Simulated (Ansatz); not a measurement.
Species: SrF₂, net charge -1, doublet state. 
Coordinates optimised at B3LYP-D3(BJ)/def2-TZVP (Ansatz, a program for electronic structure):
```
Sr
F 1 2.1984
F 1 2.1984 2 117.65
```
Charge -1, spin multiplicity 2.

Basis-set convergence of Hartree-Fock and CCSD(T) correlation energies (hartree) with Ansatz. Valence correlation only, unless marked. UHF or UKS for open shells. No spin-orbit coupling. The frozen core is the preceding noble-gas configuration, with the filled d and f shells of earlier blocks. The outer core of K, Ca and their heavier congeners is not correlated, a term that matters for these elements. Past Kr the def2 sets carry scalar-relativistic core potentials.

```
basis        functions       E(HF)  E(corr, CCSD(T))
-----------  ---------  ----------  ----------------
def2-SVPD           72  -229.24468          -0.44984
def2-TZVPPD        120  -229.48807          -0.57209
def2-QZVPPD        195  -229.49918          -0.62073
```

Extrapolating the two largest sets (X = 3 and 4) as X^-3: E(corr) = (64·(-0.62073) - 27·(-0.57209))/37 = -0.6562 Eh, an estimate of the basis-set limit. The largest set recovers 94.6 % of it, the smallest 68.5 %.
